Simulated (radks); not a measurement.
Excited configurations of In30+: one electron is placed in a higher orbital outside [Ar]. The ground configuration is [Ar] 3d1. All-electron calculation, scalar-relativistic Kohn-Sham, PBE, spin-unpolarised, spherical densities, finite nucleus; Fermi nuclear charge, rms radius 4.6156 fm. Program: a radial shooting solver on a logarithmic mesh with Libxc functionals. Excitation = E - E(ground); binding = E(ion) - E, where the ion is the core of charge +31; n* = 31/sqrt(2 binding) in atomic units. These energies are relativistic, and a one-electron ion of charge +31 with no core already has n* below n in this formula (scalar-relativistic equation, point nucleus: 4s 3.979, 4d 3.995, 5d 4.994, 5f 4.997, 6p 5.986, 6d 5.993, 7s 6.977, 7p 6.986, 7d 6.992). The quantum defect is therefore taken as that value minus n*, so that it holds no relativistic shift of the bare ion.

outer orbital  excitation (eV)  binding (eV)     n*  quantum defect  eigenvalue (eV)  <r> (bohr)
4s                      695.40        1036.7  3.551           0.428          -1018.6      0.6155
4d                      817.72        914.37  3.781           0.213          -895.61      0.5997
5d                      1160.6        571.46  4.783           0.210          -562.03       1.016
5f                      1187.6        544.50  4.900           0.096          -534.40      0.9678
6p                      1322.5        409.55  5.650           0.336          -403.58       1.518
6d                      1340.9        391.17  5.782           0.211          -385.11       1.525
7s                      1427.2        304.90  6.549           0.428          -300.58       2.080
7p                      1436.1        295.95  6.647           0.339          -291.70       2.112
7d                      1447.4        284.72  6.777           0.216          -280.49       2.131

The Delta-SCF ionisation energy is 1732.1 eV (NIST Atomic Spectra Database: 1738 eV, theoretical). Self-interaction in the functional shifts the binding energies and quantum defects, so they are the method's values and not measured ones. Spin polarisation and multiplet splitting are left out, so open shells lie too high by an amount that depends on their filling. Spin-orbit splitting is averaged out at the scalar-relativistic level.

Beside tabulated values, note that spin-unpolarised runs miss the spin-polarisation part of the exchange energy of open shells.
